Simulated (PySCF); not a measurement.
## Spin-rotation constants: `COCc1conc1F`, C5H6FNO2

Geometry:
```csv
atom,x (Å),y (Å),z (Å)
C1,-2.534,0.278,-0.571
O2,-1.144,0.488,-0.590
C3,-0.452,-0.360,0.291
C4,1.006,-0.071,0.204
C5,1.681,0.839,-0.556
O6,2.993,0.757,-0.315
N7,3.229,-0.198,0.602
C8,2.066,-0.694,0.918
F9,1.935,-1.665,1.804
H10,-2.953,0.467,0.425
H11,-2.960,0.981,-1.284
H12,-2.787,-0.746,-0.871
H13,-0.633,-1.419,0.036
H14,-0.796,-0.210,1.329
H15,1.344,1.562,-1.270
```

The calculation used GIAO BHandHLYP/pcSseg-1 magnetisability, rotational g tensor and spin-rotation constants, non-relativistic, gas phase in PySCF. Geometry: GFN2-xTB.

Q: Give the nuclear spin-rotation constants along the inertial axes (H = +C I·J) beside the isotropic shieldings.

A: Rotational constants 3.3441, 1.0077, 0.7820 GHz. A star marks the isotopologue with that one atom substituted, in its own axes.
```
atom  isotope  Caa (kHz)  Cbb (kHz)  Ccc (kHz)  mean (kHz)  σ (ppm)
  N7      14N      0.651      0.303      0.078       0.344   -126.1
  F9      19F      3.884      1.052      0.141       1.692    332.3
 H10       1H     -0.328     -0.062     -0.004      -0.131     28.4
 H11       1H     -0.168     -0.002     -0.080      -0.083     27.9
 H12       1H     -0.329     -0.061     -0.004      -0.131     28.4
 H13       1H     -0.295     -0.056     -0.005      -0.118     27.5
 H14       1H     -0.295     -0.057     -0.004      -0.119     27.4
 H15       1H     -0.132      0.056     -0.083      -0.053     23.5
  C1     13C*      0.489      0.229      0.184       0.301    126.0
  O2     17O*     -0.237     -0.032     -0.050      -0.106    328.7
  C3     13C*      0.681      0.207      0.183       0.357    119.9
  C4     13C*      1.408      0.308      0.118       0.611     70.3
  C5     13C*      1.577      0.436      0.164       0.726     16.5
  O6     17O*     -1.356     -0.460     -0.109      -0.641    -13.3
  C8     13C*      1.287      0.530      0.209       0.675      2.1
```
For the geometry as given, no vibrational averaging.
